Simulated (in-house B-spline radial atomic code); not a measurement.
How numerical settings move a run on W7+, [Xe] 4f13. Computed with an all-electron radial atomic-structure program (B-spline basis): Dirac-Hartree-Fock, average of configuration, Fermi nucleus of rms radius 5.3658 fm.

Command:
```bash
python run_scf.py task.json out
```
Settings of the sound reference run:
```
Z                74
electrons        67
configuration    [Xe] 4f13
hamiltonian      dirac
method           hf
spin_polarised   False
nucleus          fermi
rms_radius       5.3658
mass_number      184
atomic_mass      183.9509
speed_of_light   137.036
knot_spacing     0.22
spline_order     8
gauss_points     12
box_radius       7.79
max_iterations   70
damping          0.5
damped_steps     3
diis_vectors     10
tolerance        1e-08
start            Thomas-Fermi
```

Run time, properties included: 0.9 s on 1 thread of Intel(R) Xeon(R) 6975P-C, with other jobs on the host.

It converges in 10 iterations to -16144.642675 hartree, with 5p3/2 at -142.182 eV. The other runs change the listed settings, some to values that make no sense; their results aren't properties of the atom or ion. Radii are in bohr (the nuclear one in fm), a minus after a letter asks for a j subshell, and «unchanged» means within 1e-8 hartree. The run stops when the residual is below 10 × tolerance × max(1, Z/10), or a noise floor if that is larger, and the energy moves by less than 1e-8 × √|E| hartree; so very loose and very tight tolerances often act alike.

```tsv
changed settings	outcome
box_radius = 0.78	converged in 8 iterations, energy +4.03e+02 hartree from the reference, 5p3/2 level +1.2e+03 eV (the program warns: 5p3/2 has a positive eigenvalue: unbound, held by the box; 4d3/2 has a positive eigenvalue: unbound, held by the box)
box_radius = 3.9	converged in 10 iterations, energy +2.65e-04 hartree from the reference, 5p3/2 level +5.0e-03 eV (the program warns: 5p3/2 reaches the box edge; 5s1/2 reaches the box edge)
electrons = 75, configuration = [Xe] 4f13 7s2 7p6, max_iterations = 50	converged in 11 iterations to -16149.2768 hartree, a different physical problem (warning: 7p1/2 has a positive eigenvalue: unbound, held by the box)
box_radius = 0.47	converged in 8 iterations, energy +2.79e+03 hartree from the reference, 5p3/2 level +5.8e+03 eV (the program warns: 5p3/2 has a positive eigenvalue: unbound, held by the box; 4s1/2 has a positive eigenvalue: unbound, held by the box)
box_radius = 2.34	converged in 10 iterations, energy +4.32e-01 hartree from the reference, 5p3/2 level +3.7e+00 eV (the program warns: 5p3/2 reaches the box edge; 4d3/2 reaches the box edge)
gauss_points = 5, max_iterations = 75, damping = 0.2	converged in 10 iterations, energy -3.09e-07 hartree from the reference, 5p3/2 level +2.4e-06 eV
diis_vectors = 2	converged in 11 iterations, energy unchanged, 5p3/2 level -5.3e-06 eV
damped_steps = 0	converged in 8 iterations, energy unchanged, 5p3/2 level -5.3e-06 eV
box_radius = 0.31	converged in 7 iterations, energy +1.03e+04 hartree from the reference, 5p3/2 level +1.7e+04 eV (the program warns: 5p3/2 has a positive eigenvalue: unbound, held by the box; 3s1/2 has a positive eigenvalue: unbound, held by the box)
damped_steps = 30	converged in 22 iterations, energy unchanged, 5p3/2 level +5.1e-06 eV
diis_vectors = 1	not converged after 70 iterations, last residual 3.2e-05, last energy +1.60e-08 hartree from the reference
box_radius = 1.17	converged in 9 iterations, energy +5.83e+01 hartree from the reference, 5p3/2 level +2.3e+02 eV (the program warns: 5p3/2 has a positive eigenvalue: unbound, held by the box; 5p1/2 has a positive eigenvalue: unbound, held by the box)
box_radius = 0.47, max_iterations = 75, damped_steps = 0, start = bare nucleus	converged in 6 iterations, energy +2.79e+03 hartree from the reference, 5p3/2 level +5.8e+03 eV (the program warns: 5p3/2 has a positive eigenvalue: unbound, held by the box; 4s1/2 has a positive eigenvalue: unbound, held by the box)
damped_steps = 8	converged in 13 iterations, energy unchanged, 5p3/2 level +1.4e-06 eV
```

Task: What happens with knot_spacing = 0.3, max_iterations = 8, tolerance = 1e-06?

Result: Not converged after 8 iterations, last residual 2.1e-04, last energy +8.44e-05 hartree from the reference.

Task: What happens with box_radius = 1.56?

Result: Converged in 9 iterations, energy +1.11e+01 hartree from the reference, 5p3/2 level +5.7e+01 eV (the program warns: 5p3/2 reaches the box edge; 4s1/2 reaches the box edge).

Task: What happens with diis_vectors = 20?

Result: Converged in 10 iterations, energy unchanged.

Task: What happens with spin_polarised = True?

Result: Stopped with error: spin polarisation is not served with the Dirac Hamiltonian.
